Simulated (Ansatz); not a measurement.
Input for Ansatz (a program for electronic structure): R-PBE/def2-TZVPPD on CH3Br (SMILES CBr) with ghost functions, monomers drawn apart or pushed together. Files ending in .json are basis or fitting sets from the Basis Set Exchange.

Ansatz 0.2 input:
```yaml
crystal:
  periodic: [false, false, false]
  atoms:
    - {symbol: C, position_ang: [0.58042064, 1.24777514, 3.48682370]}
    - {symbol: Br, position_ang: [-0.07233310, -0.54200579, 3.93612016]}
    - {symbol: H, position_ang: [0.61624289, 1.31997723, 2.40590129]}
    - {symbol: H, position_ang: [1.56746816, 1.35578069, 3.92241427]}
    - {symbol: H, position_ang: [-0.11520611, 1.96558718, 3.90697193]}
basis:
  gaussian:
    orbitals: def2-TZVPPD.json
    ghost_atoms:
      - {symbol: C, position_ang: [0.05417364, 0.05640722, 0.16268498]}
      - {symbol: H, position_ang: [-0.12555833, -0.57143035, 1.03421359]}
      - {symbol: H, position_ang: [-0.57916204, 0.94176924, 0.21288607]}
      - {symbol: H, position_ang: [1.10137235, 0.35710060, 0.13704253]}
      - {symbol: H, position_ang: [-0.18084523, -0.50195570, -0.74246462]}
hamiltonian:
  xc: {name: PBE}
scf: {lower_state_search: off}
```

The log:

```
WARN ansatz: RAYON_NUM_THREADS=1 ignored (pool sized by the plan → 1); use --threads N
Functional definition: PBE
these checks for a lower state are left out or cut short: stability, starts, cluster_reference, orbital_swaps, neighbouring_geometries, increment
integrals: 0.16 GiB planned
1135 factors; their error is unknown
mean field: 1.16 GiB planned
mean field evaluation 1: about -71113.5744 eV, gradient 5.6e1 eV
mean field evaluation 2: about -71100.2559 eV, gradient 8.3e1 eV
mean field evaluation 4: about -71120.6372 eV, gradient 4.3e0 eV
mean field evaluation 8: about -71120.6820 eV, gradient 3.6e-2 eV
mean field evaluation 16: about -71120.6634 eV, gradient 1.8e-5 eV
mean field -71120.66341573 eV, -2613.6361732111 hartree, gradient 2.4e-6 eV, S^2 0.000000; 0 other end points of the search recorded, 0 dependent functions left out
reference -71120.66346769 eV, -2613.6361751206 hartree; 22, 22 occupied and 228, 228 virtual orbitals, 1135 factors
Total energy: -71120.66346769 eV, -2613.6361751206 hartree
Checks for a lower state left out: stability, starts, cluster_reference, orbital_swaps, neighbouring_geometries, increment
```

Self-consistency was reached.

Cost: roughly 1.6 core-seconds.
